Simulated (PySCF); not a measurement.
C₂H₇BFNO, SMILES CN(C)B(O)F.

Geometry optimised at PBE0-D3(BJ)/def2-SVP. This is a generated structure with no PubChem entry under its InChIKey; it may be hypothetical. Other conformers were not sampled.

All values below come from PBE/def2-TZVP in PySCF.

The molecule is in vacuum.

```
Property                                                                                                        Value
---------------------------------------------------------------------------------------------  ----------------------
total energy                                                                                       -334.98443 hartree
point group                                                                                                        Cs
highest occupied level                                                                                       -5.64 eV
lowest empty level                                                                                           -0.36 eV
orbital gap                                                                                                   5.28 eV
dipole moment                                                                                                  3.30 D
quadrupole, principal values (traceless, Buckingham form, about the centre of nuclear charge)   -6.02, 0.11, 5.91 D·Å
mean static polarisability                                                                       52.8 bohr³ (7.82 Å³)
polarisability, principal values                                                               42.1, 55.0, 61.3 bohr³
```
